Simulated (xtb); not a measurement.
Ge(Br)(OH) (BrGeHO), SMILES [OH][Ge][Br] (connectivity only; charge and spin as stated), neutral, multiplicity 1. All values are semi-empirical tight-binding results from xtb (GFN2-xTB unless named), good for trends rather than for accurate numbers. Geometry: GFN2-xTB. One conformer was computed; it need not be the lowest.

Optimised geometry:

Bond lengths (Å): Ge1–Br2 2.354, Ge1–O3 1.770, O3–H4 0.952. Bond angles (°): Br2–Ge1–O3 95.6, Ge1–O3–H4 129.5.

For metal compounds this method's bond lengths and energies can be far off.

```json
{
  "point_group_as_xtb_finds_it": "Cs",
  "orbital_gap": "3.85 eV",
  "zero_point_energy": "7.8 kcal/mol",
  "G − E(el) at 298.15 K (modified RRHO)": "-10.7 kcal/mol"
}
```

Computed atomic charges and the Wiberg bond orders between heavy atoms:
charges (e) Ge1 0.41, Br2 -0.23, O3 -0.49, H4 0.30. Bond orders Ge1–Br2 1.27, Ge1–O3 1.33.
